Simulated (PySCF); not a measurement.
Start geometry of `CC[C@@H](C)N([SiH3])C(C)C` from GFN2-xTB (Å):
```
atom  x, y, z in Å
C1     0.945   -0.568   -2.390
C2     1.735   -0.246   -1.147
C3     0.892   -0.307    0.139
C4     1.853    0.011    1.339
N5    -0.254    0.558    0.087
Si6   -0.126    2.283    0.067
C7    -1.519   -0.019    0.478
C8    -1.967   -1.117   -0.485
C9    -1.556   -0.508    1.946
H10    1.547   -0.475   -3.272
H11    0.495   -1.548   -2.339
H12    0.118    0.174   -2.481
H13    2.158    0.759   -1.246
H14    2.539   -0.963   -1.051
H15    0.549   -1.344    0.255
H16    2.248    1.016    1.241
H17    1.259   -0.011    2.269
H18    2.620   -0.711    1.409
H19    1.064    2.653   -0.684
H20   -0.064    2.913    1.407
H21   -1.347    2.763   -0.613
H22   -2.252    0.775    0.391
H23   -1.333   -1.986   -0.442
H24   -1.980   -0.751   -1.508
H25   -2.979   -1.439   -0.224
H26   -0.900   -1.348    2.065
H27   -2.567   -0.839    2.211
H28   -1.241    0.293    2.610
```

Q: What comes out of this run: PySCF 2.14.0, PBE0-D3(BJ)/def2-SVP geometry optimisation, gas phase?

A: 
```
atom  x, y, z in Å
C1     1.137   -0.444   -2.177
C2     1.930   -0.116   -0.926
C3     1.120   -0.173    0.375
C4     2.019    0.111    1.578
N5    -0.061    0.687    0.339
Si6    0.051    2.423    0.339
C7    -1.347    0.105    0.729
C8    -1.827   -0.963   -0.250
C9    -1.369   -0.406    2.170
H10    1.767   -0.379   -3.077
H11    0.721   -1.463   -2.134
H12    0.295    0.252   -2.299
H13    2.380    0.888   -1.022
H14    2.780   -0.813   -0.823
H15    0.753   -1.210    0.471
H16    2.455    1.122    1.509
H17    1.456    0.054    2.520
H18    2.855   -0.604    1.631
H19    1.279    2.851   -0.395
H20    0.108    3.057    1.702
H21   -1.163    2.970   -0.341
H22   -2.080    0.930    0.673
H23   -1.163   -1.841   -0.253
H24   -1.866   -0.563   -1.273
H25   -2.834   -1.314    0.025
H26   -0.686   -1.260    2.304
H27   -2.378   -0.745    2.450
H28   -1.067    0.386    2.871
```

The energy falls by 23.7 kJ/mol over 6 energy and gradient evaluations, the largest force component goes from 0.0530 to 4.3e-04 Eh/bohr, and the atoms move by 0.049 Å rms after alignment. The bond that changes most is C4–H18 (methyl carbon to methyl hydrogen), which lengthens by 0.046 Å. Bonds longer at the end by more than 0.005 Å: 21 of 27; shorter: 4. Among the angles that change most is H16–C4–H18, from 112.1° to 107.3°. Rotational constants go from 1353, 1102, 960.5 to 1337, 1086, 945.5 MHz. The orientation of the end geometry is arbitrary; only internal coordinates are fixed.

The run used 225 basis functions and 37 SCF cycles in all.

Stationary, but not proved a minimum. The numbers are those of one conformer.
